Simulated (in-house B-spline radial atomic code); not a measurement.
N. Computed with a B-spline radial atomic code. Model: non-relativistic spherical atom: semilocal Troullier-Martins pseudo-atom, one channel per l, against all electrons, high spin, G0W0 and RPA with empty states to l = 8, local potential for every l without a channel, a model core (radius 0 = none) keeps its share of the functional.

What the tables leave out is listed at the end.

The pseudopotential gives back the lowest level of each angular momentum of its own functional in the configuration it was made in; a second state of the same l is only approximately right. Exact exchange, RPA and GW see the smooth pseudo-orbitals and miss the exchange with the core, for which the functional's share stands in. The column with an uncorrelated core keeps all orbitals and exact exchange, and so separates missing core correlation from pseudisation. Only the three outermost levels and the lowest empty one were computed. RPA here is direct RPA, with no exchange kernel, and its energies carry an (l + 1/2)⁻⁴ tail. A hybrid on a potential with a model core restores only its own semilocal share of the core's exchange.

Command:
```bash
python run_psgw.py task.json out
```
Settings (lengths in bohr, energies in hartree):
```
Z                      7
electrons              7
configuration          [He] 2s2 2p3
generated_in           [He] 2s2 2p3
functional             pbe,pbe
core_shells            1
radius_factor          0.9
core_correction        True
```

Time taken, with all properties: 16 s on 1 thread of Arm Neoverse N1, on a shared host.

Given: made with PBE; model core radius 0.429 bohr; local radius 0.973 bohr; mean-field start PBE.

Valence shells of the generating configuration: 2s, 2p.

Channel: s 0.912, p 1.32 (radii in bohr).

Computed: largest level miss in the spin-unpolarised generating configuration 0 eV; valence RPA correlation energy all-electron orbitals -0.23434 hartree; all-electron RPA polarisability, core included 7.031 bohr³; pseudo-atom RPA polarisability 7 bohr³.

```json
{"level": "2p up", "occupied": "1", "mean-field all-electron (eV)": "-8.3043", "mean-field pseudo minus all (eV)": "-0.027", "G0W0 all-electron (eV)": "-13.532", "G0W0 uncorrelated core minus all (eV)": "0.052", "G0W0 pseudo minus all (eV)": "0.08", "exchange self-energy all-electron (eV)": "-25.378", "exchange self-energy pseudo (eV)": "-24.804"}
{"level": "2s down", "occupied": "1", "mean-field all-electron (eV)": "-15.281", "mean-field pseudo minus all (eV)": "0.109", "G0W0 all-electron (eV)": "-20.373", "G0W0 uncorrelated core minus all (eV)": "0.046", "G0W0 pseudo minus all (eV)": "-0.007", "exchange self-energy all-electron (eV)": "-19.991", "exchange self-energy pseudo (eV)": "-18.107"}
{"level": "2p down (empty)", "occupied": "0", "mean-field all-electron (eV)": "-4.1347", "mean-field pseudo minus all (eV)": "0.102", "G0W0 all-electron (eV)": "-0.026138", "G0W0 uncorrelated core minus all (eV)": "0.05", "G0W0 pseudo minus all (eV)": "-0.085", "exchange self-energy all-electron (eV)": "-4.0458", "exchange self-energy pseudo (eV)": "-3.5057"}
```

(1) What is the valence RPA correlation energy pseudo?

Given: mean-field start PBE0.

Computed: valence RPA correlation energy all-electron orbitals -0.21539 hartree; all-electron RPA polarisability, core included 5.783 bohr³; pseudo-atom RPA polarisability 5.8016 bohr³.

| level | occupied | mean-field all-electron (eV) | mean-field pseudo minus all (eV) | G0W0 all-electron (eV) | G0W0 uncorrelated core minus all (eV) | G0W0 pseudo minus all (eV) | exchange self-energy all-electron (eV) | exchange self-energy pseudo (eV) |
| --- | --- | --- | --- | --- | --- | --- | --- | --- |
| 2p up | 1 | -10.216 | -0.008 | -14.207 | 0.057 | 0.091 | -25.516 | -24.89 |
| 2s down | 1 | -16.81 | 0.13 | -20.739 | 0.052 | 0.034 | -19.908 | -18.051 |

(2) What is the valence RPA correlation energy pseudo?

## Answers

(1) -0.2374 hartree.

(2) -0.21774 hartree.

Among the listed levels the largest G0W0 shift of the pseudo-atom is +0.09 eV, for 2p up on the PBE0 start, while leaving the core uncorrelated moves that level by +0.06 eV. The rest, +0.03 eV, comes from pseudisation and the lost core exchange. Not in the tables (levels of low weight, unsolved or above zero; the highest and the empty levels are kept at any weight): on PBE the G0W0 levels 2s up (pseudo minus all -0.01 eV, weights 0.16 and 0.16); on PBE0 the G0W0 levels 2s up (pseudo minus all +0.02 eV, weights 0.33 and 0.35), 2p down (pseudo minus all -0.03 eV, weights 0.90 and 0.90); no Hartree-Fock pseudo-atom is run with a model core.
